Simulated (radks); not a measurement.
Values are calculated unless marked as measured or tabulated.
How relativity changes the ionisation of the neodymium ion Nd2+ ([Xe] 4f4) to Nd3+ ([Xe] 4f3). Spin-unpolarised spherical Kohn-Sham, LDA (Slater exchange, Perdew-Wang correlation), point nucleus unless stated (finite: rms radius 4.9123 fm), a radial shooting solver on a logarithmic mesh with Libxc functionals. A level marked "c x" has the speed of light scaled by that factor and shares open shells by 2j + 1; other Dirac levels either fill j = l - 1/2 first or share by 2j + 1.

level,E(Nd2+) (hartree),E(Nd3+) (hartree),IE (eV),HOMO,<r> HOMO (bohr)
non-rel.,-9279.6959,-9278.7435,25.915,4f,1.013
scalar-rel.,-9616.4740,-9615.6375,22.761,4f,1.081
"scalar-rel., finite nucleus",-9615.9529,-9615.1164,22.762,4f,1.081
"Dirac, 2j+1 shares",-9622.3553,-9621.5210,22.702,4f7/2,1.089
"Dirac, low j first",-9622.3898,-9621.5503,22.843,4f5/2,1.077
"Dirac, 2j+1 shares, finite nucleus",-9621.8317,-9620.9973,22.703,4f7/2,1.089
"Dirac, c x 0.85",-9774.2175,-9773.4265,21.525,4f7/2,1.125
"Dirac, c x 2",-9359.2512,-9358.3290,25.094,4f7/2,1.030
"Dirac, c x 5",-9292.1829,-9291.2354,25.783,4f7/2,1.016

NIST Atomic Spectra Database: 22.09 eV (semi-empirical). The relativistic part of the total energy of Nd2+ is -342.1 hartree (Dirac, 2j+1 shares, finite nucleus), 3.7 % of the non-relativistic value. Spin polarisation and multiplet splitting of open shells are left out at every level.

Beside tabulated values, note that relativity, absent from the non-relativistic runs, is large for the heavy elements, and spin-unpolarised runs miss the spin-polarisation part of the exchange energy of open shells.
